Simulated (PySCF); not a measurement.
B(Cl)(OMe)(SeH) (CH4BClOSe), SMILES COB(Cl)[SeH].

Geometry: B3LYP-D3(BJ)/def2-SVP. This is a generated structure with no PubChem entry under its InChIKey; it may be hypothetical. The values are those of a single conformer.

Method: PySCF with TDA-PBE/def2-SVPD.

Vertical excitations. Isolated molecule, no solvent. State labels are in the subgroup Cs.

Computed UV-visible absorptions:
```
state  symmetry  energy (eV)  λ (nm)      f                              main pairs
-----  --------  -----------  ------  -----  --------------------------------------
S1           A"         5.45     228  0.012                        HOMO→LUMO+1 99 %
S2           A'         5.78     215  0.127                          HOMO→LUMO 86 %
S3           A"         5.95     208  0.038                        HOMO→LUMO+2 97 %
S4           A"         6.21     200  0.005                        HOMO−1→LUMO 96 %
S5           A'         6.44     193  0.001                      HOMO−1→LUMO+1 91 %
S6           A"         6.51     190  0.000                       HOMO→LUMO+3 100 %
S7           A"         6.65     187  0.003                     HOMO−2→LUMO+1 100 %
S8           A"         6.73     184  0.002                        HOMO→LUMO+4 97 %
S9           A"         6.90     180  0.000                        HOMO−3→LUMO 98 %
S10          A'         7.01     177  0.054  HOMO−3→LUMO+1 55 %, HOMO−1→LUMO+2 40 %
T1           A'         4.77     260      0                          HOMO→LUMO 99 %
T2           A"         5.05     245      0                        HOMO→LUMO+1 98 %
T3           A"         5.68     218      0                        HOMO→LUMO+2 85 %
T4           A"         5.93     209      0      HOMO−1→LUMO 86 %, HOMO→LUMO+2 13 %
```
Triplets are in the Tamm–Dancoff approximation.
